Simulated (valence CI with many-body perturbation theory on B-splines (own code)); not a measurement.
# Sb XXVIII: E2, M1 decay

Computed by relativistic CI+MBPT: six valence electrons over a frozen Dirac-Fock core [Ar], radial functions for each j: 7 s, 7 p, 8 d, 6 f, 4 g, 1 h, with the one-electron correlation potential Σ1, the two-electron term Σ2, the three-electron term Σ3, Breit, model QED; selected CI, second order for the rest, scaled by the run's own slope (own B-spline code, finite nucleus).

The last digits are not significant, and no measured levels were compared; by estimate large intervals hold to a few tenths of a per cent, small ones and those within an open d or f shell to about a per cent. Core correlation moves these levels by up to 10000 cm⁻¹, and in measured spectra 5 to 20 % of such shifts remained as error; rates that hang on mixing are uncertain with them. Among the levels kept, up to 940 cm⁻¹ of a level comes from second order outside the variational space, and about a tenth of that is noise between levels of different J, which matters for small intervals. Only levels of the ground parity were solved; by the run's estimate the other parity begins above the list, which can be wrong where configurations are misplaced.

Lines 1 to 50 of 120 in falling wavelength, among levels below 576750 cm⁻¹, chosen from the decays that carry over 1 % of a level's rate. Wavelengths and rates use the calculated energies. Electric multipoles are in the length gauge, E1 and E2 with the static RPA response of the core. S is in atomic units (e²a₀⁴ for E2 and M2, e²a₀⁶ for E3), for M1 in squared Bohr magnetons. Weak lines are less certain than strong ones. Lines between different terms over intervals too small for the method are left out, as are lines whose strength nearly cancels.

Names give the largest LS component (configuration and term), which can be under half, so a name can repeat, a term be missing and a line seem to break the LS rules; names also repeat where a configuration has a term twice. Letters in brackets count levels of one name in rising energy.

```
λ vac (nm)         Upper         Lower  Type   A (s⁻¹)  S (a.u.)
     461.2      3d6 3H_5  3d6 3H_4 [b]    M1  1.58e+02  6.31e+00
     442.2      3d6 5D_3  3d6 5D_2 [a]    M1  2.40e+02  5.38e+00
     381.1  3d6 3P_0 [a]      3d6 3D_1    M1  1.91e+02  3.92e-01
     355.8      3d6 3H_6  3d6 3H_4 [a]    E2  6.62e-05  4.38e-04
     352.5      3d6 3G_5  3d6 3H_4 [a]    M1  2.48e+02  4.43e+00
     347.3      3d6 3G_3      3d6 3G_4    M1  3.53e+02  3.83e+00
     292.7  3d6 5D_2 [a]      3d6 5D_4    E2  3.22e-03  3.09e-03
     280.2  3d6 3P_1 [a]  3d6 3P_0 [a]    M1  2.67e+02  6.54e-01
     272.5      3d6 5D_0  3d6 5D_2 [a]    E2  1.37e-02  1.84e-03
     263.2  3d6 3H_4 [b]  3d6 3F_3 [a]    M1  4.27e+02  2.60e+00
     261.0  3d6 3H_4 [a]      3d6 5D_3    M1  1.33e+02  7.90e-01
     242.2      3d6 1F_3      3d6 3G_4    M1  4.63e+02  1.71e+00
     239.6      3d6 5D_1  3d6 5D_2 [a]    M1  3.77e+03  5.77e+00
     233.9      3d6 3D_1  3d6 3F_2 [a]    M1  5.60e+02  7.98e-01
     222.7      3d6 3D_2  3d6 3F_2 [a]    M1  4.10e+02  8.40e-01
     197.9      3d6 3D_2  3d6 3F_3 [a]    M1  1.03e+03  1.48e+00
     188.3  3d6 3F_3 [a]  3d6 3H_4 [a]    M1  1.48e+03  2.56e+00
     186.8      3d6 1F_3  3d6 3H_4 [b]    M1  2.39e+02  4.05e-01
     185.6      3d6 3D_1  3d6 5D_2 [b]    M1  1.73e+03  1.23e+00
     182.2  3d6 1G_4 [a]      3d6 3D_3    M1  2.55e+02  5.14e-01
     178.6  3d6 1D_2 [a]      3d6 3D_3    M1  6.46e+02  6.82e-01
     176.1      3d6 5D_3      3d6 5D_4    M1  5.31e+03  7.52e+00
     167.3  3d6 3P_1 [a]      3d6 3D_2    M1  3.16e+03  1.65e+00
     161.5  3d6 3P_1 [a]      3d6 3D_1    M1  2.02e+03  9.47e-01
     159.4  3d6 3H_4 [b]      3d6 3G_5    M1  3.72e+02  5.02e-01
     156.5  3d6 1G_4 [a]      3d6 3H_5    M1  3.47e+02  4.43e-01
     149.7  3d6 5D_2 [b]      3d6 5D_1    M1  3.74e+03  2.32e+00
     145.6      3d6 3D_3  3d6 3F_3 [a]    M1  6.22e+02  4.98e-01
     139.4  3d6 3P_1 [a]  3d6 1S_0 [a]    M1  1.25e+03  3.77e-01
     136.4  3d6 1G_4 [a]      3d6 3G_4    M1  1.40e+03  1.18e+00
     136.2      3d6 3G_3  3d6 3F_2 [a]    M1  1.01e+03  6.65e-01
     134.9  3d6 1D_2 [a]      3d6 3D_2    M1  3.14e+02  1.43e-01
     134.8      3d6 3D_3  3d6 5D_2 [b]    M1  4.04e+03  2.57e+00
     134.6  3d6 3P_1 [b]  3d6 3P_0 [a]    M1  3.13e+03  8.49e-01
     133.3      3d6 3G_4      3d6 3G_5    M1  4.69e+03  3.71e+00
     131.1  3d6 1D_2 [a]      3d6 3D_1    M1  1.05e+03  4.38e-01
     128.3  3d6 3F_2 [a]      3d6 5D_1    M1  9.93e+02  3.89e-01
     126.5      3d6 3G_3  3d6 3F_3 [a]    M1  3.78e+03  1.99e+00
     122.1      3d6 3F_4      3d6 1F_3    M1  1.04e+03  6.33e-01
     119.7  3d6 3F_2 [b]      3d6 1F_3    M1  6.32e+03  2.01e+00
     118.4      3d6 3H_5      3d6 3G_5    M1  3.38e+03  2.29e+00
     118.3      3d6 3G_3  3d6 5D_2 [b]    M1  1.18e+03  5.05e-01
     118.1      3d6 3H_5      3d6 3H_6    M1  6.78e+03  4.55e+00
     116.8  3d6 1G_4 [a]  3d6 3H_4 [b]    M1  2.50e+03  1.33e+00
     116.4      3d6 1F_3  3d6 3F_2 [a]    M1  6.98e+02  2.85e-01
     116.4  3d6 5D_2 [b]      3d6 5D_3    M1  9.55e+03  2.79e+00
     109.7  3d6 3H_4 [b]  3d6 3H_4 [a]    M1  1.18e+04  5.19e+00
     109.4  3d6 3F_3 [a]      3d6 5D_3    M1  2.47e+03  8.37e-01
     109.2      3d6 1F_3  3d6 3F_3 [a]    M1  1.66e+03  5.62e-01
     105.9      3d6 3F_4      3d6 3G_3    M1  3.24e+03  1.29e+00
```
